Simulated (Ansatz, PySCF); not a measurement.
HS$_{2}$ (SMILES [S]S), doublet, at a GFN2-xTB geometry. Base run: PySCF with CASSCF(7,5)/6-31G.

The PySCF input:
```python
from pyscf import gto, scf, mcscf
import numpy

mol = gto.M(
    atom='''
S     0.917614   -0.437452   -0.023337
S    -0.813241    0.473630    0.021126
H    -1.669971   -0.578846    0.035370
''',
    basis='6-31g',
    charge=0,
    spin=1,
    verbose=3,
)

mf = scf.ROHF(mol)
mf.kernel()
mc = mcscf.CASSCF(mf, 5, 7)
mc.fix_spin_(ss=0.75)
mc.kernel()
occ = numpy.linalg.eigvalsh(mc.fcisolver.make_rdm1(mc.ci, mc.ncas, mc.nelecas))[::-1]
ss = mc.fcisolver.spin_square(mc.ci, mc.ncas, mc.nelecas)[0]
print('natural occupations', occ.round(4), ' <S^2>', round(ss, 4))
```

Programs used: Ansatz (a first-principles code), PySCF; a row that names a program was run with it.

Each row names what was changed in the base input (with any setting that the change needs).

```json
[
 {"change": "base", "ΔE vs base (kcal/mol)": "0.000", "natural occupations": "2.00 1.98 1.96 1.02 0.05", "<S^2> of the state": "0.75"},
 {"change": "fix_spin_ = off", "ΔE vs base (kcal/mol)": "0.000", "natural occupations": "2.00 1.98 1.96 1.02 0.05", "<S^2> of the state": "0.75"},
 {"change": "active space = 9 electrons, 7 orbitals", "ΔE vs base (kcal/mol)": "-13.51", "natural occupations": "2.00 1.98 1.97 1.96 1.02 0.05 0.03", "<S^2> of the state": "0.75"},
 {"change": "orbitals = fixed (CASCI)", "ΔE vs base (kcal/mol)": "10.48", "natural occupations": "2.00 1.99 1.98 1.01 0.02", "<S^2> of the state": "0.75"},
 {"change": "code = ansatz", "ΔE vs base (kcal/mol)": "0.002", "natural occupations": "-", "<S^2> of the state": "-"},
 {"change": "active space = 5 electrons, 5 orbitals", "ΔE vs base (kcal/mol)": "-2.35", "natural occupations": "1.98 1.96 1.01 0.04 0.01", "<S^2> of the state": "0.75"},
 {"change": "active space = 3 electrons, 5 orbitals", "ΔE vs base (kcal/mol)": "6.21", "natural occupations": "1.97 1.00 0.03 0.00 0.00", "<S^2> of the state": "0.75"},
 {"change": "solver = newton", "ΔE vs base (kcal/mol)": "0.000", "natural occupations": "2.00 1.98 1.96 1.02 0.05", "<S^2> of the state": "0.75"},
 {"change": "active space = 7 electrons, 9 orbitals", "ΔE vs base (kcal/mol)": "-13.99", "natural occupations": "1.99 1.97 1.96 1.01 0.04 0.01 0.01 0.00 0.00", "<S^2> of the state": "0.75"},
 {"change": "conv_tol = 1e-5", "ΔE vs base (kcal/mol)": "0.93", "natural occupations": "2.00 1.98 1.96 1.02 0.04", "<S^2> of the state": "0.75"},
 {"change": "code = ansatz; correction = SC-NEVPT2, all electrons", "ΔE vs base (kcal/mol)": "-47.56", "natural occupations": "-", "<S^2> of the state": "-"}
]
```

Active orbitals are taken around the Fermi level unless the row says otherwise; CASSCF can end in different local minima, and two programs can end on different orbitals. State-averaged rows give the lowest state.

Open shells are given as the SCF converged; they aren't shown to be the lowest states, and a large step between rows can be another state.
